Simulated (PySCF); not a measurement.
BHN, SMILES [B]=N, multiplicity 2. Geometry optimised at PBE0-D3(BJ)/def2-TZVPD. The isomer is the one that the SMILES or the coordinates give; other isomers of the formula were not compared.

Computed equilibrium geometry at PBE0-D3(BJ)/def2-TZVPD (PySCF confirms it by a frequency run) as Cartesian coordinates in Å, and its point group:
point group C∞v.
```xyz
3

B      0.0000     0.0000     0.8358
N      0.0000     0.0000    -0.3982
H      0.0000     0.0000    -1.3912
```
Charge 0, spin multiplicity 2.
